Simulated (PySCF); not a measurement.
Compound: aluminum trifluoride, AlF₃.
Z-matrix (Å and degrees, PBE0-D3(BJ)/def2-TZVP geometry), rows numbered from 1:
```
F 
Al  1  1.6283
F   2  1.6291  1  119.88
F   2  1.6293  1  119.94  3  -179.99
```

Linear response at PBE0/aug-cc-pVTZ (PySCF, frozen core in the response, non-relativistic). Isolated species at its PBE0-D3(BJ)/def2-TZVP geometry, gas phase.

Static isotropic polarisability: 20.49 au (3.04 Å³), principal values 18.8, 21.3, 21.3 au.

(1) What is the polarisability at 1064 nm and at the sodium D line?

(2) What is the isotropic C6 coefficient between two such molecules, C6 = (3/π)∫α(iω)² dω?

(3) Which effective excitation energy ω̄ makes London's formula C6 = (3/4)α²ω̄ exact here?

(4) What does −C6/R⁶ come to at R = 10 Å between centres?

(5) The lowest 10 singlets have (eV, f): 8.45, 0.000; 8.89, 0.000; 8.90, 0.000; 9.20, 0.072; 9.21, 0.072; 9.60, 0.163; 9.91, 0.000; 10.13, 0.020; 10.13, 0.021; 10.55, 0.000. What share of the static polarisability do they carry in the sum over states α = Σ f/ω²?

(6) How anisotropic is the static polarisability, by Δα² = ½[(α1 − α2)² + (α2 − α3)² + (α3 − α1)²]?

Results:

(1) 20.61 au at 1064 nm (+0.6 %), 20.89 au at 589.3 nm (+1.9 %). The rise at 589.3 nm is 3.32 times that at 1064 nm; a pure ω² law gives 3.26. The lowest singlet lies at 147 nm, shorter than both wavelengths.

(2) 224.6 au (Eh·bohr⁶) by a ten-point quadrature over imaginary frequencies, which is 134 eV·Å⁶ or 12.9 J·nm⁶/mol.

(3) ω̄ = 4·C6/(3α²) = 0.713 Eh = 19.4 eV. A one-pole form α(ω) = α/(1 − ω²/ω̄²) fitted to the 1064 nm value gives 15.4 eV.

(4) -13 J/mol. This is the leading, orientation-averaged term; C8 and higher terms are left out.

(5) 2.87 au, 14.0 % of α; the largest term, 1.31 au, is that of the state at 9.60 eV. Their oscillator strengths add up to 0.35. Higher states carry the rest.

(6) Δα = 2.5 au, or 0.12 of the isotropic value.
